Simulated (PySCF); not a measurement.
Computed shifts of a molecule C₄H₄ClF, PBE0/pcSseg-1 in PySCF, GIAO, gas phase, atoms alike by connectivity averaged where their shifts nearly agree, in ppm (number of nuclei): ¹³C: 162.8 (1), 138.5 (1), 126.4 (1), 118.3 (1). ¹⁹F: -76.1 (1). ¹H: 6.98 (1), 5.83 (1), 5.70 (2). References: ¹³C against TMS (σ = 186.3 ppm); ¹⁹F against CFCl3 (σ = 167.2 ppm); ³⁵Cl against HCl (σ = 945.9 ppm); ¹H against TMS (σ = 31.56 ppm), references at their B3LYP-D3(BJ)/def2-TZVP geometries, non-relativistic (without spin–orbit terms, shifts of atoms bonded to Cl or Br come out too high). Geometry: r2SCAN-D4/def2-SVP. Other conformers were not sampled.

Pick the molecule that these values belong to.
(A) FC1=C(Cl)CC1
(B) C=C(F)C(=C)Cl
(C) C=C/C=C(\F)Cl
(D) CC=C=C(F)Cl

C, C=C/C=C(\F)Cl
